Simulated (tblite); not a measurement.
Compound: C5H11B2Cl.
SMILES with atom numbers: `[BH2:1][C:2]([BH2:3])([CH3:4])/[CH:5]=[CH:6]/[CH2:7][Cl:8]` (hydrogens: H9, H10 on B1; H11, H12 on B3; H13, H14, H15 on C4; H16 on C5; H17 on C6; H18, H19 on C7)

Computed with GFN2-xTB (tblite), gas phase: L-BFGS steps from a force-field or distance-geometry start until the largest atomic force falls under 0.01 eV/Å.

The end geometry, which sets the zero of energy:
```
atom  x, y, z in Å
B1     -1.9265   -0.3832   -1.1229
C2     -0.9683    0.0074    0.0734
B3     -1.6548    1.3748    0.4866
C4     -0.9817   -1.0266    1.2107
C5      0.4080    0.2905   -0.4489
C6      1.5410   -0.2642   -0.0361
C7      2.8642    0.0971   -0.6052
Cl8     3.7753    1.1282    0.5672
H9     -2.8158   -1.1154   -0.9332
H10    -1.7519    0.0536   -2.1916
H11    -1.4129    2.3611   -0.0897
H12    -2.4137    1.3907    1.3736
H13    -0.3821   -0.6808    2.0502
H14    -1.9963   -1.1897    1.5614
H15    -0.5818   -1.9789    0.8680
H16     0.4492    1.0162   -1.2506
H17     1.5691   -0.9808    0.7700
H18     3.4946   -0.7758   -0.7728
H19     2.7746    0.6849   -1.5175
```

Question: These geometries come from the run, each turned onto the end geometry. Order them by energy, lowest first.
A.
```
atom  x, y, z in Å
B1     -1.8696   -0.4400   -1.1198
C2     -0.9767    0.0304    0.1003
B3     -1.7075    1.3867    0.4497
C4     -0.9780   -0.9726    1.2625
C5      0.3965    0.3196   -0.4343
C6      1.5271   -0.2632   -0.0599
C7      2.8499    0.1096   -0.6278
Cl8     3.9107    0.7946    0.6625
H9     -2.6298   -1.3167   -0.9870
H10    -1.7604    0.0798   -2.1591
H11    -1.4531    2.3662   -0.1316
H12    -2.5127    1.4058    1.2935
H13    -0.3950   -0.5910    2.0967
H14    -1.9908   -1.1395    1.6140
H15    -0.5620   -1.9278    0.9509
H16     0.4397    1.0741   -1.2074
H17     1.5499   -1.0235    0.7074
H18     3.3849   -0.7572   -1.0164
H19     2.7674    0.8738   -1.4015
```
B.
```
atom  x, y, z in Å
B1     -1.7102   -0.6025   -1.1295
C2     -1.0057    0.0243    0.1279
B3     -1.7342    1.4126    0.3839
C4     -0.9857   -0.8828    1.3784
C5      0.3978    0.4709   -0.2222
C6      1.4057   -0.3598   -0.4451
C7      2.8026    0.0888   -0.6933
Cl8     3.5442    0.6360    0.8544
H9     -2.6053   -1.3433   -1.0160
H10    -1.3579   -0.3012   -2.2008
H11    -1.8557    2.1607   -0.5072
H12    -2.0702    1.7129    1.4619
H13    -0.5170   -0.3752    2.2204
H14    -1.9968   -1.1547    1.6693
H15    -0.4372   -1.8068    1.2060
H16     0.5890    1.5340   -0.2757
H17     1.2461   -1.4245   -0.3924
H18     3.4291   -0.7226   -1.0585
H19     2.8517    0.9423   -1.3689
```
C.
```
atom  x, y, z in Å
B1     -1.7866   -0.4894   -1.1054
C2     -0.9650    0.0842    0.1267
B3     -1.8540    1.3627    0.3878
C4     -0.9344   -0.8917    1.3187
C5      0.4114    0.4279   -0.3612
C6      1.5104   -0.2779   -0.1246
C7      2.8465    0.0971   -0.6511
Cl8     4.0128    0.3884    0.6901
H9     -2.6068   -1.3011   -0.9278
H10    -1.5527   -0.1207   -2.1893
H11    -1.6477    2.3543   -0.1936
H12    -2.7431    1.3168    1.1439
H13    -0.2742   -0.5007    2.0916
H14    -1.9262   -1.0102    1.7466
H15    -0.5716   -1.8739    1.0199
H16     0.4791    1.3091   -0.9842
H17     1.4927   -1.1748    0.4750
H18     3.2907   -0.7068   -1.2376
H19     2.8091    1.0157   -1.2330
```
D.
```
atom  x, y, z in Å
B1     -1.8208   -0.5388   -1.0586
C2     -0.9512    0.0868    0.1109
B3     -1.8222    1.3794    0.3576
C4     -0.9299   -0.8449    1.3405
C5      0.4257    0.4091   -0.3877
C6      1.5057   -0.3577   -0.2993
C7      2.8703    0.1043   -0.6643
Cl8     3.8267    0.3334    0.8598
H9     -2.6759   -1.2883   -0.7916
H10    -1.6044   -0.2650   -2.1728
H11    -1.5823    2.3888   -0.1840
H12    -2.7476    1.3379    1.0702
H13    -0.3548   -0.4028    2.1514
H14    -1.9400   -1.0072    1.7020
H15    -0.4913   -1.8128    1.1094
H16     0.5245    1.3722   -0.8632
H17     1.4566   -1.3507    0.1179
H18     3.4355   -0.6145   -1.2599
H19     2.8656    1.0801   -1.1457
```
E.
```
atom  x, y, z in Å
B1     -1.8878   -0.4148   -1.1202
C2     -0.9696    0.0306    0.0919
B3     -1.7074    1.3810    0.4580
C4     -0.9639   -0.9854    1.2449
C5      0.4031    0.3287   -0.4344
C6      1.5294   -0.2578   -0.0501
C7      2.8552    0.0895   -0.6198
Cl8     3.8752    0.8856    0.6397
H9     -2.6714   -1.2665   -0.9656
H10    -1.7777    0.0984   -2.1643
H11    -1.4840    2.3595   -0.1399
H12    -2.4952    1.3960    1.3202
H13    -0.3765   -0.6127    2.0832
H14    -1.9790   -1.1641    1.5884
H15    -0.5457   -1.9371    0.9211
H16     0.4474    1.0774   -1.2142
H17     1.5507   -1.0035    0.7290
H18     3.4107   -0.7962   -0.9338
H19     2.7767    0.8005   -1.4416
```

Answer: E (0.006 eV), A (0.011 eV), C (0.035 eV), D (0.080 eV), B (0.221 eV).

In the order of the answer:

| step | E above end (eV) | largest force (eV/Å) | rms force component (eV/Å) | rms distance from end (Å) | rms bond change (Å) | bond most changed (Å) |
| --- | --- | --- | --- | --- | --- | --- |
| 116 | 0.006 | 0.05 | 0.017 | 0.109 | 0.001 | C2–B3 -0.003 |
| 110 | 0.011 | 0.07 | 0.026 | 0.148 | 0.002 | C2–B3 -0.005 |
| 72 | 0.035 | 0.08 | 0.025 | 0.329 | 0.003 | C7–Cl8 -0.007 |
| 48 | 0.080 | 0.16 | 0.049 | 0.402 | 0.003 | C2–B3 -0.007 |
| 24 | 0.221 | 0.13 | 0.042 | 0.526 | 0.005 | C2–C5 +0.015 |

What follows is the cost of the whole relaxation. Hardware: one thread, AMD EPYC (x86_64), shared host. Cost: 3.1 s wall.
